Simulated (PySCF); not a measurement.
Dipole response of Fe²⁺ (iron, charge +2)

[Ar] 3d6, high-spin 5D determinant. Calculation: PySCF 2.14, in def2-QZVPPD (11s6p5d4f2g, 100 functions); the non-relativistic Hamiltonian (point nucleus). Coupled (time-dependent) response in atomic units; α is the mean over directions.

```json
{"method": "wB97X", "mean α (bohr³)": "3.706", "α xx, yy, zz": "3.959, 3.959, 3.199", "C₆ (like pair)": "10.67", "S(−4)": "7.787"}
```

S(−4) is the Cauchy moment in α(ω) = α(0) + S(−4) ω² + …

α(iu) at wB97X:

| u (hartree) | α(iu) (bohr³) |
| --- | --- |
| 0 | 3.706 |
| 0.0500 | 3.687 |
| 0.100 | 3.631 |
| 0.200 | 3.436 |
| 0.300 | 3.184 |
| 0.500 | 2.680 |
| 0.750 | 2.184 |
| 1.00 | 1.823 |
| 1.50 | 1.338 |
| 2.00 | 1.025 |
| 3.00 | 0.6528 |
| 5.00 | 0.3284 |

A single London oscillator, α(iu) = α/(1 + u²/ω²), gives C₆ = (3/4) ω α². Matching the computed C₆ needs ω = 4 × 10.67 / (3 × 3.706²) = 1.04 hartree.

For an ion, C₆ is the dispersion term alone; charge-induced terms of lower order in 1/R come first.

The components differ because the open shell of this determinant is not spherical; for a pure term their mean is the scalar polarisability.
